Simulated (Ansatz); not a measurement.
Consider the ligand exchange at a Ga–O bond: `[NH2][Ga]([F])[O][SiH3]` + H–F → `[NH2][Ga]([F])[F]` + `O[SiH3]`.

Program: Ansatz. Geometries: PBE0-D4/def2-TZVP. ΔE: electronic, gas phase. CCSD(T)/CBS adds triple-zeta CCSD(T) − MP2 to the extrapolated MP2 energy (def2 sets, frozen cores). This one scheme is used for every species. Functionals use def2-TZVPP. B3LYP here is the variant with VWN-RPA as its local correlation; programs differ in this. For Ga outer-core shells are correlated without core-valence functions, which leaves a few kJ/mol of doubt a bond. Scalar relativity is left out up to krypton. One conformer a species, not always the lowest.

| level | ΔE (kcal/mol) | difference from CCSD(T)/CBS |
| --- | --- | --- |
| B3LYP-D4 | -2.4 | -1.8 |
| r2SCANh-D4 | -3.0 | -2.4 |
| ωB97M-V | -3.1 | -2.5 |
| PBE0 | -3.4 | -2.8 |
| CAM-B3LYP | -4.1 | -3.5 |
| RPA@PBE/def2-TZVPP | -1.2 | -0.6 |
| MP2/def2-TZVPP | -0.8 | -0.2 |
| CCSD/def2-TZVPP | -1.4 | -0.8 |
| MP2/def2-QZVPP | -0.6 | 0.0 |
| CCSD/CBS(def2) | -0.8 | -0.2 |
| CCSD(T)/CBS | -0.6 | 0 |

Largest T1 diagnostic among the species: 0.014.

The D4 term adds +2.0 kcal/mol with B3LYP and +1.2 kcal/mol with PBE0; it sums over pairs of atoms, weighted by their polarisabilities, and B3LYP, whose exchange is more repulsive, gets the larger term. Leaving LDA and LC-ωPBE aside and taking each functional with its dispersion term where it has one, the values, not all of them listed here, spread over 2.5 kcal/mol, from B97M-V to BHLYP-D4. LDA lies +1.7 kcal/mol from PBE without D4. From BLYP to BHLYP (50 % exact exchange), in def2-TZVPP and without D4, ΔE moves by +1.9 kcal/mol.
